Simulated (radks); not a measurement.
Results of a calculation; reference values are marked as such.
Sm, configuration [Xe] 4f6 6s2. Level of theory: Dirac Kohn-Sham, PBE, spin-unpolarised, spherical densities, finite nucleus; open shells fill j = l - 1/2 first; Fermi nuclear charge, rms radius 5.0819 fm (a radial shooting solver on a logarithmic mesh with Libxc functionals).

Normalised radial functions P(r) = r R(r) (large component), r in bohr:

```
   r/bohr * 4d3/2, o 6s1/2, + 4f5/2 (the largest magnitude, 1.35, reaches the edge; | marks zero, & curves that meet)
 0.001509                             &
 0.001757                             &
 0.002045                             &
   0.0024                             &
 0.002794                             &o
 0.003253                             &o
 0.003817                             &o
 0.004444                             &o
 0.005215                             &o
 0.006071                             &o
 0.007068                             &o
 0.008294                             &o
 0.009656                             &o
  0.01124                             &o
  0.01319                             &o
  0.01536                             &o
  0.01802                             &o
  0.02098                             &*
  0.02442                             &*
  0.02866                             &*
  0.03337                             & *
  0.03916                            o+  *
  0.04558                            o+   *
  0.05307                            o+    *
  0.06227                            o+     *
   0.0725                            o+       *
   0.0844                            o|+        *
  0.09904                             o+          *
   0.1153                             o +           *
   0.1353                             |o +           *
   0.1575                             | o +          *
   0.1834                             | o  +        *
   0.2152                             | o    +  *
   0.2505                             |o   *    +
   0.2916                          *  o           +
   0.3422                  *        o |              +
   0.3984           *              o  |                +
   0.4676     *                    o  |                  +
   0.5443  *                        o |                   +
   0.6337  *                         o|                   +
   0.7436     *                       |o                 +
   0.8657          *                  |  o              +
    1.016               *             |    o          +
    1.183                    *        |    o        +
    1.377                        *    |   o       +
    1.616                          *  |o       +
    1.881                           o*|      +
     2.19                        o    *     +
     2.57                     o       *   +
    2.992                   o         *  +
    3.511                  o          * +
    4.087                  o          *+
    4.758                    o        *+
    5.583                     o       *+
      6.5                        o    &
    7.567                         o   &
     8.88                           o &
    10.34                            o&
    12.13                             &
    14.12                             &
```

4d3/2: eigenvalue -131.16 eV, 1 radial node at r = 0.277 bohr, <r> = 0.665 bohr, 90 % of the charge inside 1.00 bohr. 6s1/2: eigenvalue -3.577 eV, 5 radial nodes at r = 0.0278, 0.110, 0.287, 0.670, 1.70 bohr, <r> = 4.33 bohr, 90 % of the charge inside 6.40 bohr. 4f5/2: eigenvalue -2.564 eV, 0 radial nodes, <r> = 1.01 bohr, 90 % of the charge inside 1.79 bohr.
